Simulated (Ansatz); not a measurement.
Basis-set series for `B/C=N/C`. Total charge 0; spin multiplicity 1. The geometry is a stationary point of PBE0-D4/def2-TZVP.

```csv
functional,basis,functions,energy (Eh),HOMO (eV),LUMO (eV)
PBE0-D4,def2-SVP,86,-159.04887,-7.26,-2.35
PBE0-D4,def2-QZVPP,408,-159.23530,-7.45,-2.49
ωB97M-V,def2-SVP,86,-159.15575,-9.60,-0.20
ωB97M-V,def2-QZVPP,408,-159.35225,-9.81,-0.45
```

Problem. Give the rows for def2-TZVPP. (An estimate is asked.)

Solution. Ansatz gave: 
| functional | basis | functions | energy (Eh) | HOMO (eV) | LUMO (eV) |
| --- | --- | --- | --- | --- | --- |
| PBE0-D4 | def2-TZVPP | 208 | -159.22607 | -7.42 | -2.46 |
| ωB97M-V | def2-TZVPP | 208 | -159.34338 | -9.79 | -0.40 |
